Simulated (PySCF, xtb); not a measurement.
B(H)(Cl)(NH2) (BClH₃N), SMILES NBCl.

The structure is a stationary point at PBE0-D3(BJ)/def2-TZVP. One conformer was computed; it need not be the lowest.

Level of theory: IEF-PCM-PBE0/def2-SVP run with PySCF.

The values are the electrostatic part of the solvation free energy, E(continuum) − E(gas) at the gas-phase geometry, in a cavity of scaled van der Waals radii (PySCF's table); cavitation and dispersion terms are not included. In vacuum the orbital gap is 8.81 eV. The dipole moment in vacuum is 2.81 D.

```csv
solvent,ε,ΔG(elec) (kcal/mol),dipole (D),gap (eV)
water,78.36,-4.1,3.49,8.73
dichloromethane,8.93,-3.5,3.39,8.75
1-octanol,9.86,-3.6,3.40,8.75
```

For comparison, GFN2-xTB/ALPB(water) (xtb, at the GFN2-xTB geometry, all terms of that model) gives -5.6 kcal/mol.
